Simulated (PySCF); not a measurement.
# Hartree-Fock beside MP2: AlBH3O cation

These are calculations, not measurements. The program is PySCF 2.14.0, an open-source quantum chemistry code, run on an isolated molecule that a program drew, which may never have been made. The molecule is AlBH3O cation (charge +1, singlet), drawn as the SMILES string `B[O][AlH+]`.

The geometry was optimised and harmonic frequencies were computed with HF and MP2, all in the cc-pV(D+d)Z basis, for the commonest isotopes, with a restricted reference for singlets and an unrestricted one otherwise, and a frozen core in MP2. Each result is a local minimum of its method.

Geometry at the HF minimum:
```xyz
6
AlBH3O cation, angstrom
B    -3.0591   -2.8773   -0.1753
O    -2.3192   -2.6194    0.9834
Al   -1.4694   -2.3244    2.3171
H    -2.4808   -3.3649   -1.0939
H    -4.2139   -2.5906   -0.1594
H    -0.6576   -2.0435    3.5890
```

Lengths of the bonds as drawn, in Å (atoms numbered as above):
| bond | HF | MP2 |
|---|---|---|
| B1-O2 | 1.399 | 1.414 |
| O2-Al3 | 1.609 | 1.635 |
| B1-H4 | 1.190 | 1.196 |
| B1-H5 | 1.190 | 1.196 |
| Al3-H6 | 1.535 | 1.540 |

Rotational constants, in GHz:
| constant | HF | MP2 |
|---|---|---|
| A | 224 | 219.2 |
| B | 5.269 | 5.138 |
| C | 5.148 | 5.02 |

Harmonic frequencies in cm^-1, each column in rising order, so a row needn't be the same motion in every method:
```
rank    HF   MP2
   1   139   105
   2   162   128
   3   425   390
   4   434   402
   5   769   729
   6  1048   995
   7  1131  1082
   8  1323  1261
   9  1347  1289
  10  2185  2134
  11  2746     ?
  12  2864  2825
```

**Estimate the missing MP2 frequency from the HF column.**

A single factor s that minimises the squared misfit of MP2 against s times HF over the other rows is sum(HF x MP2) / sum(HF^2) = 0.9717, with an rms misfit of 25 cm^-1. For rank 11 it gives 0.9717 x 2746 = 2668 cm^-1. The calculation gives 2692 cm^-1, 24 cm^-1 above the estimate. The drawn bonds are on average 0.8 % longer in MP2 than in HF.
